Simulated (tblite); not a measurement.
C₅H₁₀OS (charge -1 and doublet state).
Bonds: C1–C2, C2–S3, S3–C4, C4–C5, C5–C6, C6–O7. Hydrogens: H8, H9, H10 on C1; H11, H12 on C2; H13, H14 on C4; H15, H16 on C5; H17 on C6.

A start from a force field or distance geometry was refined with GFN2-xTB geometry optimisation, gas phase in tblite. Values at the start:

```csv
coordinate,start
C1–C2,1.503 Å
C1–H8,1.103 Å
C2–S3,1.840 Å
C2–H11,1.092 Å
S3–C4,1.843 Å
C4–C5,1.523 Å
C4–H13,1.108 Å
C5–C6,1.504 Å
C5–H15,1.099 Å
C6–O7,1.256 Å
C6–H17,1.094 Å
C1–C2–S3,113.5°
C2–S3–C4,100.3°
S3–C4–C5,113.3°
C4–C5–C6,111.2°
C5–C6–O7,118.2°
C1–C2–S3–C4,-61°
C2–S3–C4–C5,-63°
S3–C4–C5–C6,-176°
C4–C5–C6–O7,-95°
```

Q: How do these coordinates change at the GFN2-xTB level?

A: 
```tsv
coordinate	GFN2-xTB (Å or °)	change
S3–C4	2.138	+0.295
C4–H13	1.085	-0.023
C2–S3	1.820	-0.020
C4–C5	1.504	-0.019
C1–C2	1.519	+0.016
C6–H17	1.109	+0.015
C1–H8	1.089	-0.014
C5–C6	1.492	-0.012
C5–H15	1.091	-0.008
C6–O7	1.249	-0.007
C2–H11	1.091	-0.001
C4–C5–C6	99.5	-11.7
C5–C6–O7	125.6	+7.4
C2–S3–C4	95.1	-5.2
S3–C4–C5	118.2	+4.9
C1–C2–S3	113.1	-0.4
C2–S3–C4–C5	-51	+12
C1–C2–S3–C4	-71	-10
C4–C5–C6–O7	-97	-2
S3–C4–C5–C6	-175	+1
```

The energy falls by 26.5 kJ/mol over 90 L-BFGS steps, the largest force on an atom goes from 1.47 to 0.009 eV/Å, and the atoms move by 0.194 Å rms after alignment. The bond that changes most is S3–C4 (ends: sulfur bonded to 2 C; carbon bonded to C, S and 2 H), which lengthens by 0.295 Å. Bonds longer at the end by more than 0.005 Å: 3 of 16; shorter: 9. Among the dihedrals that turn most is H11–C2–S3–C4, from 65° to 52°. Rotational constants go from 3534, 1095, 916.1 to 3641, 992.3, 856.4 MHz.

Its GFN2-xTB frequencies are all real (lowest 33 cm⁻¹). Whether the extra electron is bound in the gas phase wasn't checked; a finite basis holds it in any case. 3 starts were optimised and ended at 0.00, 0.68 and 10.32 kcal/mol (GFN2-xTB); the lowest of these is shown.

One conformer stands for the species.

The numbers are calculated, not measured.
